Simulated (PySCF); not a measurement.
A calculated (r2SCAN0, PySCF 2.14, ANO-RCC-VTZP, the spin-free X2C one-electron Hamiltonian (Gaussian nucleus)) atom or ion has these occupied shells.

```csv
shell,electrons,orbital energy (eV),"rms radius, mean of both spins (bohr)"
1s α,1,-48423.7,0.0254
1s β,1,-48423.7,0.0254
2s α,1,-8002.2,0.103
2s β,1,-8002.1,0.103
2p α,3,-7138.6,0.0923
2p β,3,-7138.5,0.0923
3s α,1,-1785.0,0.266
3s β,1,-1781.8,0.266
3p α,3,-1512.6,0.266
3p β,3,-1509.3,0.266
3d α,5,-1142.2,0.245
3d β,5,-1139.3,0.245
4s α,1,-370.29,0.602
4s β,1,-362.21,0.602
4p α,3,-279.60,0.639
4p β,3,-271.17,0.639
4d α,5,-151.09,0.707
4d β,5,-141.62,0.707
5s α,1,-55.866,1.48
5s β,1,-51.975,1.48
5p α,3,-33.193,1.75
5p β,3,-30.378,1.75
4f α,7,-13.181,1.07
6s α,1,-9.490,4.10
```

(1) Name the element and its charge.

Answers

(1) Eu⁺ (europium, charge +1), in [Xe] 4f7 6s1, high-spin 9S determinant.
